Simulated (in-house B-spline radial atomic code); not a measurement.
# Ionising K⁴⁺ with different functionals

Computed with a radial B-spline atomic code at the basis-set limit: scalar-relativistic (spin-free X2C) Hamiltonian, Fermi nucleus of rms radius 3.4349 fm, spin-polarised at highest spin, spherical fractional occupations for the functionals, and exact exchange of hybrids averaged over the configuration. The ionisation energy is the difference of two self-consistent energies, [Ne] 3s2 3p3 → [Ne] 3s2 3p2, without Breit or QED terms; ε is the level of the shell that loses the electron (its least bound occupied spin orbital).

```
   method                    rung  ΔSCF (eV)  -ε(3p) (eV)
     PBE0           global hybrid      82.07        75.76
    B3LYP           global hybrid      81.96        75.15
    TPSSh           global hybrid      82.25        74.60
BHandHLYP           global hybrid          ?            ?
  r2SCAN0           global hybrid      82.56        76.37
    B97-1           global hybrid      81.89        75.18
    HSE06  range-separated hybrid          ?            ?
    wB97X  range-separated hybrid      81.87        78.19
CAM-B3LYP  range-separated hybrid      81.92        77.09
  LC-wPBE  range-separated hybrid      82.11        78.71
```

(1) What does BHandHLYP give?

(2) What does HSE06 give?

(3) Among the functionals, which spreads more, the ΔSCF values or the orbital energies?

(4) How do they compare with the NIST value?

## Answers

(1) ΔSCF 81.89 eV, and -ε(3p) = 77.82 eV.

(2) ΔSCF 82.05 eV, and -ε(3p) = 75.32 eV.

(3) The orbital energies: ΔSCF values span about 0.70 eV and the orbital energies 4.11 eV; here energy differences depend much less on the functional than eigenvalues do.

(4) NIST lists 82.7 eV ± 0.16 (semi-empirical, ground level to ground level). Errors run from -0.79 to -0.10 eV; r2SCAN0 is closest (-0.10 eV), but part of that can be cancellation, since the calculations leave out spin-orbit coupling, Breit-QED terms, multiplet and fine-structure energies.
